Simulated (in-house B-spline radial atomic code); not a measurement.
The numbers below are computed, except where a source is named.
**Building a PAW p channel for Sr, r_c = 1.43 bohr**

Sr, [Kr] 5s2, non-relativistic PBE, spherical and spin-unpolarised, from a B-spline radial code for spherical atoms (atomic units; all potentials screened as in the neutral atom).

Two all-electron partial waves φ1, φ2 are integrated outwards at E1 = ε(4p) = -0.843052 and E2 = E1 + 1 hartree; φ1 is the bound orbital and φ2 has unit norm inside r_c = 1.4274 bohr. Smooth partners are polynomials, r^2(a0 + a1 r² + a2 r⁴ + a3 r⁶), matched to φ and three derivatives at r_c, with no condition on the norm. The local potential is -13.4108 + (14.0832) r² + (-6.59801) r⁴ + (1.17454) r⁶ inside 1.1687 bohr and the all-electron one outside.

| wave | φ(r_c) | φ'(r_c) | a0 | a1 | a2 | a3 |
| --- | --- | --- | --- | --- | --- | --- |
| 1 | 0.8854184 | -0.1776408 | 1.28143 | -0.6105474 | 0.1069907 | -0.005561416 |
| 2 | 1.003442 | -1.692906 | 2.534518 | -1.575192 | 0.3320039 | -0.02492972 |

Inside r_c the overlaps are <φi φj> = [[0.44300, 0.66034], [0.66034, 1.00000]] and, for the smooth waves, [[0.48287, 0.73828], [0.73828, 1.15013]]. With χj = (Ej − T − V_local) applied to smooth wave j, the program's quadrature gives the matrix B_ij = <smooth i, χj> as [[0.77841, 1.43379], [1.35585, 2.50847]].

Q: Check the match of the first wave, and find the augmentation charges q_ij.

A: At r_c the four terms are 2.61088, -2.53456, 0.90494, -0.09584, which sum to 0.8854, φ1(r_c) to rounding. q_ij is the all-electron overlap less the smooth one: [[-0.03987, -0.07794], [-0.07794, -0.15013]]. The smooth first wave has a norm of 0.4829 inside r_c against 0.4430, so q11 is negative and must stay small enough for the overlap operator to be positive.

Q: B isn't symmetric. Show that D_ij = B_ij + Ej q_ij is.

A: Integrating by parts gives B12 − B21 = (E1 − E2) q12: 1.43379 − (1.35585) = 0.07794, and −1 × (-0.07794) = 0.07794. So D12 = 1.43379 + (0.156948)(-0.07794) = 1.42156 and D21 = 1.35585 + (-0.843052)(-0.07794) = 1.42156; D11 = 0.81202, D22 = 2.48491. The projectors, p = (B⁻¹)ᵀ χ, are dual to the smooth waves; det B = 0.0086, small beside B11 B22, as the two smooth waves look alike inside r_c.

Solving (T + V_local + Σ p D p) ψ = E (1 + Σ p q p) ψ in a sphere of 9 bohr gives these levels:

```
all-electron  one projector  two projectors
   -0.843052      -0.843052       -0.843052
   -0.030348      -0.030996       -0.030348
    0.245140       0.243123        0.245140
    0.674112       0.667537        0.674103
    1.256360       1.238160        1.256270
```

Q: What does the second projector gain?

A: With one projector the errors are 0.00, -0.65, -2.02, -6.57, -18.20 millihartree. With two the errors are 0.00, 0.00, 0.00, -0.01, -0.09 millihartree. The scattering is exact at E1 and at E2 = 0.157, and over all levels compared the largest error is 0.09 millihartree. The lowest eigenvalue of the overlap operator is 0.809 with one and 0.4585 with two projectors. The smooth orbital alone needs a cutoff of 11.5 hartree for 1 millihartree of kinetic energy, against 19.7 for a norm-conserving Troullier-Martins orbital of the same radius; part of the gain comes from giving up the norm, part from the simpler form.
